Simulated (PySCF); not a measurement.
## How the method moves the HOMO and LUMO of cyclohexanone

Cyclohexanone, C₆H₁₀O.
Z-matrix (Å and degrees, PBE0-D3(BJ)/def2-SVP geometry), rows numbered from 1:
```
O 
C   1  1.2073
C   2  1.5149  1  122.57
C   3  1.5305  2  112.23  1   132.29
C   4  1.5243  3  111.58  2    51.85
C   5  1.5244  4  111.08  3   -56.47
C   2  1.5150  1  122.56  3  -179.37
H   3  1.1058  2  106.86  1  -108.19
H   3  1.0990  2  108.26  1     7.41
H   4  1.1014  3  109.82  2   175.13
H   4  1.1041  3  109.04  2   -68.81
H   5  1.1016  4  110.18  3  -178.86
H   5  1.1054  4  109.47  3    64.55
H   6  1.1014  5  110.81  4   179.20
H   6  1.1041  5  109.14  4   -64.12
H   7  1.0990  2  108.28  1    -7.46
H   7  1.1058  2  106.88  1   108.16
```

Basis pcSseg-1 throughout (PySCF), one geometry. Isolated species at its PBE0-D3(BJ)/def2-SVP geometry (one conformer only).

How do the orbital energies, the gap and the dipole change with the method?

| method | kind | HOMO (eV) | LUMO (eV) | gap (eV) | μ (D) | SCF cycles |
| --- | --- | --- | --- | --- | --- | --- |
| OPBE | GGA | -5.31 | -1.40 | 3.90 | 3.05 | 15 |
| PBE | GGA | -5.37 | -1.54 | 3.83 | 3.07 | 15 |
| BP86 | GGA | -5.49 | -1.62 | 3.87 | 3.11 | 15 |
| KT2 | GGA | -5.57 | -1.52 | 4.05 | 3.07 | 16 |
| B3LYP | global hybrid | -6.72 | -0.68 | 6.04 | 3.21 | 13 |
| PBE0 | global hybrid | -6.96 | -0.42 | 6.55 | 3.24 | 13 |
| mPW1PW91 | global hybrid | -7.01 | -0.43 | 6.57 | 3.26 | 13 |
| CAM-B3LYP | range-separated hybrid | -8.40 | 0.77 | 9.17 | 3.26 | 13 |
| BHandHLYP | global hybrid | -8.49 | 0.77 | 9.25 | 3.39 | 12 |
| wB97X-D | range-separated hybrid | -8.88 | 1.43 | 10.31 | 3.30 | 14 |

The HOMO spans 3.58 eV, from OPBE down to wB97X-D, and the gap runs from 3.83 eV (PBE) to 10.31 eV (wB97X-D). Over the methods OPBE (0 %), PBE (0 %), BP86 (0 %), KT2 (0 %), B3LYP (20 %), PBE0 (25 %), mPW1PW91 (25 %), BHandHLYP (50 %), a straight line through the gap against the share of exact exchange rises by 1.07 eV for each 10 % (correlation coefficient 0.999). The dipole ranges from 3.05 D (OPBE) to 3.39 D (BHandHLYP). This basis has no diffuse functions.

The vertical ΔSCF ionisation energy at wB97X-D/def2-SVPD is 9.23 eV; −ε(HOMO) comes closest to it with wB97X-D (8.88 eV).
